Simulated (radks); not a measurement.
Question: Radial electron density D(r) = 4 pi r^2 rho(r) of an atom or ion with 63 electrons. Method: scalar-relativistic Kohn-Sham, OLYP, spin-polarised, spherical densities, point nucleus; computed with a radial shooting solver on a logarithmic mesh with Libxc functionals.

```
   r/bohr * D(r) (the largest magnitude, 117, reaches the edge; | marks zero)
 0.002113 |      *
 0.002819 |          *
  0.00379 |               *
 0.005054 |                     *
 0.006795 |                            *
 0.009063 |                                   *
  0.01219 |                                        *
  0.01625 |                                        *
  0.02168 |                                     *
  0.02914 |                                    *
  0.03887 |                                         *
  0.05226 |                                                   *
   0.0697 |                                                      *
  0.09371 |                                              *
    0.125 |                                         *
    0.168 |                                                *
   0.2241 |                                          *
   0.3013 |                        *
   0.4019 |                      *
   0.5404 |                        *
   0.7207 |               *
    0.969 |       *
    1.292 |    *
    1.738 | *
    2.318 |*
    3.116 *
    4.156 *
    5.587 *
```

What is the nuclear charge?

Answer: Z = 66. The innermost maximum, from 1s, lies near gamma/Z bohr with gamma = sqrt(1 - (Z/c)^2) = 0.876, here 0.0133 bohr (found: 0.0145), and its height grows with Z. The density is that of the dysprosium ion Dy3+ in [Kr] 4d10 4f9.5 5s2 5p5.5; the configuration itself is not fixed sharply by these data, and Z only to a few units. D(r) has 4 maxima, at r = 0.0145, 0.0654, 0.181, 0.495 bohr, and minima at 0.0278, 0.119, 0.354 bohr, inside which lie 1.92, 11.16, 29.48 electrons.
